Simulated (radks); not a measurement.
Q: S I, 16 electrons, occupied as [Ne] 3s2 3p4. Method: non-relativistic Kohn-Sham, PBE, spin-polarised, spherical densities, point nucleus; open shells are filled with parallel spins first; computed with a radial shooting solver on a logarithmic mesh with Libxc functionals. Some entries of the table are withheld. Estimate them.

orbital,occ.,eigenvalue (eV),<r> (bohr),<r^2> (bohr^2)
1s up,1,-2397.490,0.09730,0.01273
1s down,1,-2397.233,0.09729,0.01273
2s up,1,-210.3661,0.4811,(1)
2s down,1,-210.1197,0.4810,(2)
2p up,3,-156.4767,0.4432,0.2456
2p down,3,-156.1313,0.4432,0.2454
3s up,1,-17.8883,1.695,3.339
3s down,1,-16.0156,1.708,3.405
3p up,3,-7.7017,2.043,5.009
3p down,1,-5.9907,2.119,5.464

A: 
(1) 2s up <r^2> (bohr^2): 0.2755
(2) 2s down <r^2> (bohr^2): 0.2753
